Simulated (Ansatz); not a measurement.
`BB(O)S` + `C=N[SiH](N)O` → `BB(O)N=C` + `N[SiH](O)S`  (redistribution)

Computed with Ansatz on PBE0-D4/def2-TZVP structures; ΔE is electronic, products minus reactants. CBS: MP2 limit from def2 TZ/QZ plus the TZ coupled-cluster correction, frozen cores. DFT in def2-TZVPP. B3LYP here is the variant with VWN-RPA as its local correlation; programs differ in this. Each species was taken in one conformer, which may not be the lowest.

**Question.** Is it downhill or uphill in electronic energy at CCSD(T)/CBS, and by how much? (Estimate.)

**Answer.** Ansatz gave: Downhill: ΔE = -9.3 kJ/mol.

**Question.** What do these levels give: PBE-D4, PBE0-D4, B2PLYP, r2SCAN, PBE0, B3LYP, HF/def2-TZVPP, SCS-MP2/def2-TZVPP, CCSD(T)/def2-TZVPP, HF/def2-QZVPP, SCS-MP2/def2-QZVPP, HF/CBS(def2)? (An estimate is asked.)

**Answer.** Computed: PBE-D4 -19.0, PBE0-D4 -16.3, B2PLYP -12.1, r2SCAN -14.5, PBE0 -17.0, B3LYP -16.6, HF/def2-TZVPP -8.2, SCS-MP2/def2-TZVPP -7.3, CCSD(T)/def2-TZVPP -7.0, HF/def2-QZVPP -8.2, SCS-MP2/def2-QZVPP -8.7, HF/CBS(def2) -8.2 kJ/mol.

Largest T1 diagnostic among the species: 0.014.
